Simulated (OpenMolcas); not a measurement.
## P2+: the spin-orbit constant, worked from levels

```yaml
Program: OpenMolcas 26.06
Basis: ANO-RCC [8s7p5d4f2g]
Scalar_Hamiltonian: DKH2, point nucleus
Active_space: 1 electron in 9 orbitals (RAS2 3p; RAS3 3d 4s, at most 1 electron)
State_averaging: 2S+1 = 2 odd, 3 roots; 2S+1 = 2 even, 6 roots
Spin-orbit_coupling: RASSI with atomic mean-field integrals over the reference wave functions, term energies averaged over their components
```

Methods: RASSCF; SS-RASPT2, IPEA 0.25 Eh, imaginary shift 0.1 Eh (closed shells correlated: 2s 2p 3s). Measured levels: Martin, Zalubas and Musgrove, J. Phys. Chem. Ref. Data 14, 751 (1985).

**The spin-orbit constant.** For the Hund term ²P° of p1, E(J) = (A/2) J(J+1) + constant and ζ = 2S·A = A. From J = 1/2 to J = 3/2 the energy changes by 1.5 A.

```tsv
Source	E(3/2) - E(1/2)	A	ζ
RASSCF	504.3	336.2	336
SS-RASPT2	504.3	336.2	336
measured	559.1	372.7	373
```

All in cm-1. SS-RASPT2 is off by -9.8 % and RASSCF by -9.8 %. Both methods take the spin-orbit matrix elements from the reference wave functions, so the second can move ζ only through the term energies and any multistate remixing.

With one active electron the reference holds no correlation, so core polarisation is missing (holds for RASSCF). With one active electron, CASPT2 adds the correlation within the correlated inactive shells and between them and that electron, and leaves the splitting within a term as the reference gives it (holds for SS-RASPT2). Measured partners are found by configuration, term and J. A level has none where our copy of the source lacks it or the pairing is in doubt (some pairs that miss far off the trend of their configuration count as doubtful), and it then counts in no deviation. Levels of configurations outside the active space are missing.

° marks odd parity.
